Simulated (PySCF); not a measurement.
1-[(1R,2R)-2-fluorocyclopropyl]ethanone (C5H7FO), SMILES [C@H]1(C[C@@H]1C(=O)C)F. Atoms are numbered in the order given.

```xyz
14

C      2.3339     0.1773     0.3497
C      0.8619    -0.0480     0.6183
O      0.3251     0.3175     1.6403
C      0.0980    -0.7338    -0.4822
C     -1.3414    -1.1308    -0.1946
C     -1.0742     0.0120    -1.0945
F     -1.3374     1.2738    -0.6633
H      2.7911     0.7084     1.1942
H      2.8459    -0.7871     0.1935
H      2.4614     0.7630    -0.5759
H      0.6943    -1.3327    -1.1766
H     -1.7309    -2.0629    -0.6107
H     -1.6665    -0.8689     0.8166
H     -1.2293    -0.0836    -2.1747
```

The structure is a stationary point at B3LYP-D3(BJ)/def2-SVP. The values are those of a single conformer.

Computed with PBE0/def2-TZVP (PySCF).

ESP charges are fitted to the potential on shells at 1.4 to 2.0 van der Waals radii. Atomic charges (e):

```tsv
atom	ESP fit	meta-Löwdin
C1	-0.68	-0.39
C2	0.74	0.39
O3	(withheld)	-0.42
C4	-0.33	-0.19
C5	(withheld)	-0.25
C6	0.08	0.20
F7	-0.17	-0.29
H8	(withheld)	0.14
H9	(withheld)	0.13
H10	(withheld)	0.14
H11	(withheld)	0.13
H12	(withheld)	0.13
H13	(withheld)	0.16
H14	0.13	0.12
```

Q: What belongs in the gaps? (An estimate is asked for; the answer gives what the named calculation found.)

A: 
- O3, ESP fit: -0.49
- C5, ESP fit: -0.37
- H8, ESP fit: 0.19
- H9, ESP fit: 0.17
- H10, ESP fit: 0.18
- H11, ESP fit: 0.16
- H12, ESP fit: 0.18
- H13, ESP fit: 0.20

Computed Mayer and Wiberg (Löwdin basis) orders of the bonds:
| bond | Mayer | Wiberg |
|---|---|---|
| C1–C2 | 0.99 | 1.25 |
| C2–O3 | 2.09 | 2.64 |
| C2–C4 | 0.95 | 1.14 |
| C4–C5 | 0.93 | 1.18 |
| C4–C6 | 0.92 | 1.15 |
| C5–C6 | 1.01 | 1.29 |
| C6–F7 | 1.08 | 1.69 |
| C1–H8 | 0.97 | 0.90 |
| C1–H9 | 0.95 | 0.88 |
| C1–H10 | 0.94 | 0.88 |
| C4–H11 | 0.93 | 0.81 |
| C5–H12 | 0.94 | 0.86 |
| C5–H13 | 0.93 | 0.84 |
| C6–H14 | 0.98 | 0.85 |
